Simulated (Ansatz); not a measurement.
Harmonic frequencies (cm⁻¹) at PBE0-D4/def2-TZVP from Ansatz: 44, 145, 189, 246, 257, 274, 380, 436, 461, 652, 713, 818, 898, 919, 950, 993, 1039, 1110, 1118, 1180, 1276, 1285, 1414, 1427, 1454, 1471, 1485, 1488, 1502, 2186, 2214, 2236, 2945, 2963, 3086, 3091, 3140, 3145, 3624.

Each molecule was computed in one conformer, which needn't be the lowest.

(1) Which molecule is it?
A. `CC1CCC(=O)O1`
B. `CN(C)N[SiH3]`
C. `C[Si](C)(N)N`
D. `O=C1CCCCO1`

## Answers

(1) B.
